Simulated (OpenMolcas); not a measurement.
An atom or ion with 20 electrons was computed by SS-CASPT2, IPEA 0.25 Eh, imaginary shift 0.1 Eh with spin-orbit coupling (OpenMolcas, ANO-RCC-VTZP, DKH2). The lowest levels that the run gave, each within 12 % of the measured value where one is at hand:

```json
{"J": "2", "Parity": "even", "E (cm⁻¹)": "0.0", "g": "0.667"}
{"J": "3", "Parity": "even", "E (cm⁻¹)": "758", "g": "1.084"}
{"J": "4", "Parity": "even", "E (cm⁻¹)": "1710", "g": "1.250"}
{"J": "2", "Parity": "even", "E (cm⁻¹)": "15360", "g": "1.014"}
{"J": "0", "Parity": "even", "E (cm⁻¹)": "18560", "g": ""}
{"J": "1", "Parity": "even", "E (cm⁻¹)": "18840", "g": "1.501"}
{"J": "2", "Parity": "even", "E (cm⁻¹)": "19440", "g": "1.486"}
{"J": "4", "Parity": "even", "E (cm⁻¹)": "26100", "g": "1.000"}
{"J": "0", "Parity": "even", "E (cm⁻¹)": "60960", "g": ""}
```

Question: Which ion is it, and what are the configurations and terms?

Answer: Mn VI (Z = 25, charge +5; active space 2 electrons in 5 orbitals (3d)). J, parity and g give the terms where levels are pure, and mixed ones are named by the computed weights; the size of the splittings, set against known spectra of the 20-electron sequence, gives the charge. In order, with the measured energies in cm⁻¹ (Corliss and Sugar, J. Phys. Chem. Ref. Data 6, 1253 (1977)): 3d² ³F₂, 3d² ³F₃ (746), 3d² ³F₄ (1669), 3d² ¹D₂ (15336), 3d² ³P₀ (17782), 3d² ³P₁ (18057), 3d² ³P₂ (18628), 3d² ¹G₄ (25511), 3d² ¹S₀.

Term energies are means over components that CASPT2 splits; among the terms shown or strongly mixed into the levels shown the widest spread is 680 cm-1 (3d² ³F). Terms from blocks run as CI alone lack orbitals of their own. Computed and measured levels are paired by configuration, term and J; levels that our copy of the source lacks, or whose pairing is in doubt (as where it misses far off the trend of its configuration), stay unpaired and out of the deviations. Levels of configurations outside the active space are missing.
